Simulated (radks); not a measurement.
Results of a calculation; reference values are marked as such.
Q: Bi7+, 76 electrons, occupied as [Xe] 4f14 5d8 (the NIST ground configuration). Level of theory: non-relativistic Kohn-Sham, PBE, spin-polarised, spherical densities, point nucleus; open shells are filled with parallel spins first (spin-orbit coupling, left out, can overturn this in heavy ions); relativity is left out, which matters for an element this heavy (a radial shooting solver on a logarithmic mesh with Libxc functionals). Some entries of the table are withheld. Estimate them.

| orbital | occ. | eigenvalue (eV) | r(max) (bohr) |
|---|---|---|---|
| 1s up | 1 | -81118.16 | 0.01210 |
| 1s down | 1 | -81118.15 | 0.01210 |
| 2s up | 1 | -13788.27 | 0.06568 |
| 2s down | 1 | -13787.98 | 0.06568 |
| 2p up | 3 | -13288.15 | 0.05091 |
| 2p down | 3 | -13287.93 | 0.05091 |
| 3s up | 1 | -3378.198 | 0.1788 |
| 3s down | 1 | -3378.074 | 0.1788 |
| 3p up | 3 | -3139.578 | 0.1680 |
| 3p down | 3 | -3139.453 | 0.1680 |
| 3d up | 5 | -2694.265 | 0.1316 |
| 3d down | 5 | -2694.066 | 0.1316 |
| 4s up | 1 | -831.8532 | 0.3960 |
| 4s down | 1 | -831.6426 | 0.3960 |
| 4p up | 3 | -726.5144 | 0.3942 |
| 4p down | 3 | -726.2859 | 0.3942 |
| 4d up | 5 | -531.8356 | 0.3846 |
| 4d down | 5 | -531.5556 | 0.3846 |
| 4f up | 7 | (1) | 0.3374 |
| 4f down | 7 | (2) | 0.3374 |
| 5s up | 1 | -217.1124 | 0.8527 |
| 5s down | 1 | -215.4339 | 0.8515 |
| 5p up | 3 | (3) | (4) |
| 5p down | 3 | (5) | (6) |
| 5d up | 5 | -119.2142 | 1.002 |
| 5d down | 3 | -117.4497 | 1.001 |

A: 
(1) 4f up eigenvalue (eV): -267.2840
(2) 4f down eigenvalue (eV): -266.9526
(3) 5p up eigenvalue (eV): -180.5182
(4) 5p up r(max) (bohr): 0.8920
(5) 5p down eigenvalue (eV): -178.7786
(6) 5p down r(max) (bohr): 0.8907
